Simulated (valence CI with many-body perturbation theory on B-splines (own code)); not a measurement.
**Hyperfine factors and g values of Te¹⁸⁺**

Computed by valence CI with perturbative core correlation (CI+MBPT): six valence electrons over a frozen Dirac-Fock core [Ar] 3d10, a basis of 9 s, 9 p, 8 d, 6 f, 3 g, 1 h functions for each j, with the one-electron correlation potential Σ1 (screened to all orders), the two-electron term Σ2, the three-electron term Σ3, Breit, model QED; selected single and double excitations, second order for the rest, scaled by the run's own slope (own B-spline code, finite nucleus).

No measured spectrum was set against this ion. As an estimate, levels hold to about 250 cm⁻¹ or 0.2 % of their energy and the worst to 1 %, as in measured heavy ions of charge 2 to 7; those with d or f electrons hold less well. Among the levels kept, up to 1000 cm⁻¹ of a level comes from second order outside the variational space, and about a tenth of that is noise between levels of different J, which matters for small intervals.

A/g_I is the dipole constant over the nuclear g factor μ/I (μ in nuclear magnetons, uniformly magnetised nucleus), B/Q the quadrupole constant per barn. Both hold the static response of the core; the bare values leave it out. Large factors of s and p1/2 electrons are usually good to 5 to 10 %; those of open d and f shells near neutrality can be off by tens of per cent, and small factors of p3/2, d and f electrons come from cancelling terms and can be off by a factor of two or in sign, in half-filled shells by more. B is blank for J = 1/2, where it vanishes, and for nearly pure S terms. Energies count from the lowest level. Levels with J = 0 are left out.

Levels are named by their leading jj configuration (3d3/2^4 stands for four electrons in 3d with j = 3/2), which in mixed levels can hold well under half, so a name can repeat and another be missing. Letters in brackets count levels of one name in rising energy.

```csv
Level,E (cm⁻¹),g,A/g_I (MHz),A/g_I bare,B/Q (MHz/b),B/Q bare
(4s^2 4p1/2^2 4p3/2^2) J=2,0,1.388,11200,10500,7860,7430
(4s^2 4p1/2 4p3/2^3) J=1,94643,1.500,-3490,-3500,-10800,-10200
(4s^2 4p1/2 4p3/2^3) J=2,116540,1.110,26800,25500,-29500,-27900
(4s 4p1/2^2 4p3/2^3) J=2,474650,1.499,62100,59100,-20100,-19000
(4s 4p1/2^2 4p3/2^3) J=1,512450,1.369,-7750,-7410,3840,3640
(4s^2 4p1/2^2 4p3/2 4d3/2) J=2,614980,1.093,7530,7160,-1640,-1560
(4s 4p1/2 4p3/2^4) J=1,617490,1.150,97400,92700,-10700,-10100
(4s^2 4p1/2^2 4p3/2 4d3/2) J=3,620470,1.293,5940,5650,7840,7410
(4s^2 4p1/2^2 4p3/2 4d3/2) J=1,630810,1.369,8210,7850,-6620,-6240
(4s^2 4p1/2^2 4p3/2 4d5/2) J=4,636340,1.367,3840,3640,9910,9330
(4s^2 4p1/2^2 4p3/2 4d5/2) J=2,651890,1.295,2730,2670,-7410,-7010
(4s^2 4p1/2^2 4p3/2 4d5/2) J=3,682240,1.086,4780,4610,15500,14600
(4s^2 4p1/2 4p3/2^2 4d3/2) J=1 [a],694850,0.714,13500,13000,-1910,-1810
(4s^2 4p1/2 4p3/2^2 4d3/2) J=2 [a],698490,0.966,18300,17400,-18600,-17600
(4s^2 4p1/2 4p3/2^2 4d3/2) J=3 [a],708470,1.141,14800,14100,-11800,-11200
(4s^2 4p1/2 4p3/2^2 4d5/2) J=3 [a],716520,1.221,1270,1240,8120,7660
(4s^2 4p1/2^2 4p3/2 4d5/2) J=1,720510,0.674,4110,4120,-2170,-2060
(4s^2 4p1/2 4p3/2^2 4d5/2) J=4 [a],722730,1.191,7400,7090,8660,8160
(4s^2 4p1/2 4p3/2^2 4d5/2) J=4 [b],732020,1.195,9620,9210,11700,11000
(4s^2 4p1/2 4p3/2^2 4d5/2) J=4 [c],744800,1.089,14500,13800,-3560,-3390
(4s^2 4p1/2 4p3/2^2 4d5/2) J=5,750880,1.199,12800,12200,4340,4080
(4s^2 4p1/2 4p3/2^2 4d3/2) J=2 [b],754520,0.928,19000,18200,10400,9800
(4s^2 4p1/2 4p3/2^2 4d5/2) J=1 [a],768010,1.291,9850,9590,2070,1970
(4s^2 4p1/2 4p3/2^2 4d5/2) J=2 [a],785370,1.229,-5910,-5480,16500,15600
(4s^2 4p1/2 4p3/2^2 4d5/2) J=2 [b],794170,1.109,10500,10100,8860,8380
(4s^2 4p1/2 4p3/2^2 4d5/2) J=3 [b],798270,1.116,12700,12200,6850,6450
(4s^2 4p1/2 4p3/2^2 4d5/2) J=3 [c],806150,1.132,11500,11000,760,705
(4s^2 4p1/2 4p3/2^2 4d3/2) J=1 [b],812170,1.269,9100,8440,-8100,-7660
(4s^2 4p1/2 4p3/2^2 4d3/2) J=2 [c],812220,1.221,15800,15000,-995,-954
(4s^2 4p1/2 4p3/2^2 4d5/2) J=1 [b],828060,1.662,16600,15800,613,586
(4s^2 4p1/2 4p3/2^2 4d3/2) J=3 [b],830630,1.191,6260,5950,6480,6140
(4s^2 4p3/2^3 4d5/2) J=4,856180,1.203,6280,6040,-8660,-8220
(4s^2 4p1/2 4p3/2^2 4d3/2) J=1 [c],859660,0.954,-2350,-2040,3620,3420
(4s^2 4p1/2 4p3/2^2 4d5/2) J=2 [c],860400,1.169,1550,1500,4780,4530
```

Problem. Take the isotope of mass number 123, with I = 1/2, μ = -0.7358 μN. What is the hyperfine structure of (4s^2 4p1/2 4p3/2^3) J=1?

Solution. From the table A = 5130 MHz. Shifts from the centre of gravity in MHz: F = 1/2: -5130, F = 3/2: 2560.
